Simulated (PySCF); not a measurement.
Species: C₇H₆N₂O.
Geometry (GFN2-xTB, Å), atoms numbered from 1 in this order:
```xyz
16
C7H6N2O angstrom
C     -2.5195    0.9117   -0.3304
C     -2.6695   -0.4140    0.1506
C     -1.4230   -0.9344    0.3105
N     -0.5109    0.0245   -0.0545
C      0.8425   -0.1374   -0.0259
N      1.4793   -1.2070    0.3435
C      2.8004   -0.8882    0.1982
C      2.8996    0.3827   -0.2601
O      1.6410    0.8759   -0.4076
C     -1.1858    1.1537   -0.4471
H     -3.3118    1.5961   -0.5593
H     -3.5964   -0.9126    0.3506
H     -1.0858   -1.8926    0.6476
H      3.5668   -1.5961    0.4333
H      3.7187    1.0229   -0.5098
H     -0.6532    2.0239   -0.7738
```

The calculation used PBE0/def2-SVPD in PySCF (dipole) on a GFN2-xTB geometry, gas phase.

Take the most abundant isotopes and a rigid rotor. The values belong to one conformer with, in the numbering `[cH:1]1[cH:2][cH:3][n:4](-[c:5]2[n:6][cH:7][cH:8][o:9]2)[cH:10]1`, C3–N4–C5–N6 0°.

What are A, B and C (GHz)?

Ia = 106.31, Ib = 535.45, Ic = 641.76 u·Å²; 505379 MHz·u·Å²/I gives 4754, 943.8 and 787.5 MHz, that is A = 4.7540, B = 0.9438, C = 0.7875 GHz.

What kind of rotor is it?

A near-prolate asymmetric top. Ray's parameter κ = (2B − A − C)/(A − C) = -0.921; −1 is the prolate and +1 the oblate limit.

What does the inertial defect say?

Planar: Δ = Ic − Ia − Ib = 0.00 u·Å². For a rigid frame Δ = −2 Σ m c², so it vanishes when all atoms lie in the ab plane; here none is more than 0.01 Å from it.

Which types of transition are allowed, and where do some lines up to J = 3 fall?

The dipole components are |μa| = 1.04 D, |μb| = 1.20 D, |μc| = 0.00 D; the mirror of this Cs structure is the ab plane, so μc vanishes by symmetry and there are no c-type lines. The squared components, which scale the intensities, stand as 0.75 : 1.00 (a : b). Some lines, for components of 0.1 D or more:

```json
{"type": "a", "branch": "Q", "J(Ka,Kc)": "2(1,1) ← 2(1,2)", "MHz": "469", "lower level (cm⁻¹)": "0.295"}
{"type": "a", "branch": "Q", "J(Ka,Kc)": "3(1,2) ← 3(1,3)", "MHz": "938", "lower level (cm⁻¹)": "0.460"}
{"type": "a", "branch": "R", "J(Ka,Kc)": "1(0,1) ← 0(0,0)", "MHz": "1731", "lower level (cm⁻¹)": "0.000"}
{"type": "a", "branch": "R", "J(Ka,Kc)": "2(1,2) ← 1(1,1)", "MHz": "3306", "lower level (cm⁻¹)": "0.185"}
{"type": "a", "branch": "R", "J(Ka,Kc)": "2(0,2) ← 1(0,1)", "MHz": "3458", "lower level (cm⁻¹)": "0.058"}
{"type": "a", "branch": "R", "J(Ka,Kc)": "2(1,1) ← 1(1,0)", "MHz": "3619", "lower level (cm⁻¹)": "0.190"}
{"type": "b", "branch": "Q", "J(Ka,Kc)": "1(1,0) ← 1(0,1)", "MHz": "3967", "lower level (cm⁻¹)": "0.058"}
{"type": "b", "branch": "Q", "J(Ka,Kc)": "2(1,1) ← 2(0,2)", "MHz": "4128", "lower level (cm⁻¹)": "0.173"}
{"type": "b", "branch": "Q", "J(Ka,Kc)": "3(1,2) ← 3(0,3)", "MHz": "4378", "lower level (cm⁻¹)": "0.346"}
{"type": "a", "branch": "R", "J(Ka,Kc)": "3(1,3) ← 2(1,2)", "MHz": "4957", "lower level (cm⁻¹)": "0.295"}
{"type": "a", "branch": "R", "J(Ka,Kc)": "3(0,3) ← 2(0,2)", "MHz": "5175", "lower level (cm⁻¹)": "0.173"}
{"type": "a", "branch": "R", "J(Ka,Kc)": "3(2,2) ← 2(2,1)", "MHz": "5194", "lower level (cm⁻¹)": "0.692"}
{"type": "a", "branch": "R", "J(Ka,Kc)": "3(2,1) ← 2(2,0)", "MHz": "5213", "lower level (cm⁻¹)": "0.692"}
{"type": "a", "branch": "R", "J(Ka,Kc)": "3(1,2) ← 2(1,1)", "MHz": "5425", "lower level (cm⁻¹)": "0.311"}
{"type": "b", "branch": "R", "J(Ka,Kc)": "1(1,1) ← 0(0,0)", "MHz": "5541", "lower level (cm⁻¹)": "0.000"}
{"type": "b", "branch": "R", "J(Ka,Kc)": "2(1,2) ← 1(0,1)", "MHz": "7116", "lower level (cm⁻¹)": "0.058"}
{"type": "b", "branch": "Q", "J(Ka,Kc)": "3(2,1) ← 3(1,2)", "MHz": "11223", "lower level (cm⁻¹)": "0.492"}
{"type": "b", "branch": "Q", "J(Ka,Kc)": "2(2,0) ← 2(1,1)", "MHz": "11435", "lower level (cm⁻¹)": "0.311"}
{"type": "b", "branch": "Q", "J(Ka,Kc)": "2(2,1) ← 2(1,2)", "MHz": "11900", "lower level (cm⁻¹)": "0.295"}
{"type": "b", "branch": "Q", "J(Ka,Kc)": "3(2,2) ← 3(1,3)", "MHz": "12137", "lower level (cm⁻¹)": "0.460"}
{"type": "b", "branch": "R", "J(Ka,Kc)": "2(2,1) ← 1(1,0)", "MHz": "15050", "lower level (cm⁻¹)": "0.190"}
{"type": "b", "branch": "R", "J(Ka,Kc)": "2(2,0) ← 1(1,1)", "MHz": "15211", "lower level (cm⁻¹)": "0.185"}
{"type": "b", "branch": "R", "J(Ka,Kc)": "3(2,2) ← 2(1,1)", "MHz": "16624", "lower level (cm⁻¹)": "0.311"}
{"type": "b", "branch": "Q", "J(Ka,Kc)": "3(3,0) ← 3(2,1)", "MHz": "19421", "lower level (cm⁻¹)": "0.866"}
{"type": "b", "branch": "Q", "J(Ka,Kc)": "3(3,1) ← 3(2,2)", "MHz": "19445", "lower level (cm⁻¹)": "0.865"}
{"type": "b", "branch": "R", "J(Ka,Kc)": "3(3,1) ← 2(2,0)", "MHz": "24634", "lower level (cm⁻¹)": "0.692"}
{"type": "b", "branch": "R", "J(Ka,Kc)": "3(3,0) ← 2(2,1)", "MHz": "24639", "lower level (cm⁻¹)": "0.692"}
```

Estimate the classical rotational partition function at 10 K, 50 K and 100 K.

Point group Cs, symmetry number σ = 1; q = (√π/σ)·√((kT/h)³/(ABC)), k/h = 20836.6 MHz/K: 2840 at 10 K, 31700 at 50 K, 89700 at 100 K.

Stationary, but not proved a minimum. Constants of a rigid frame at the computed geometry: no zero-point averaging, no centrifugal distortion. Quadrupole hyperfine structure (14N) is left out.

Time: 34 s of wall time (grids of density and orbitals included); peak memory 1.1 GiB. Hardware: one thread of an AMD EPYC 9R45, no GPU, shared host with 96 logical CPUs at a one-minute load of 34. This is the PBE0/def2-SVPD job that gave the dipole, with the excitations it also computed.
